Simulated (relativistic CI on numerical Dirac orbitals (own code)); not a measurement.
## Co²⁺: 2p photoemission

Computed with this model: Dirac-Coulomb-Breit CI, separate exchange-only KLI orbitals for each configuration, model QED (radiative potential, 1s self-energy scaled to tabulated hydrogen-like ionisation energies), valence Slater integrals scaled by 0.8, multiplet model of photoemission in the sudden approximation; configurations [Ar] 3d7 → [He] 2s2 2p5 3s2 3p6 3d7; 80 K; Lorentzian 0.7 eV and Gaussian 0.6 eV FWHM. Energies are those of the free ion, without screening or charge transfer. The energies are binding energies and can lie tens of eV above those of solids. S is read from ⟨S²⟩ = S(S + 1).

Field parameters in Wybourne normalisation: D3d B²₀ = −7Dσ, B⁴₀ = −14Dq − 21Dτ, B⁴₃ = −14√(10/7) Dq. The field is a parameter set, without covalency.

free ion: ground-state S = 1.50, centroid 819.31 eV. Peaks (eV, height): 812.1 (100), 813.9 (99), 817.3 (41), 818.8 (17), 829.4 (81), 831.8 (15).

D3d, 10Dq = 20200, Dσ = -1200, Dτ = -150 cm⁻¹: ground-state S = 1.38, centroid 819.42 eV. Peaks (eV, height): 812.9 (98), 813.7 (100), 829.7 (71).

D3d, 10Dq = 20200, Dσ = -720, Dτ = -150 cm⁻¹: ground-state S = 1.22, centroid 819.48 eV. Peaks (eV, height): 813.6 (100), 816.9 (23), 829.8 (71).

D3d, 10Dq = 20200, Dσ = -240, Dτ = -150 cm⁻¹: ground-state S = 0.90, centroid 819.60 eV. Peaks (eV, height): 813.5 (100), 817.0 (23), 829.8 (68).

D3d, 10Dq = 20200, Dσ = 240, Dτ = -150 cm⁻¹: ground-state S = 0.69, centroid 819.67 eV. Peaks (eV, height): 813.5 (100), 829.8 (64).

Strongest unbroadened transitions for free ion:

```tsv
Energy (eV)	Relative strength
812.03	100.0
812.69	6.2
813.61	18.4
813.92	62.4
813.95	12.9
814.71	37.3
815.72	3.2
816.39	6.0
817.07	14.3
817.18	8.4
817.50	16.3
818.97	11.1
828.72	26.1
829.37	63.6
830.10	38.7
830.62	2.7
830.80	8.4
831.94	9.7
```
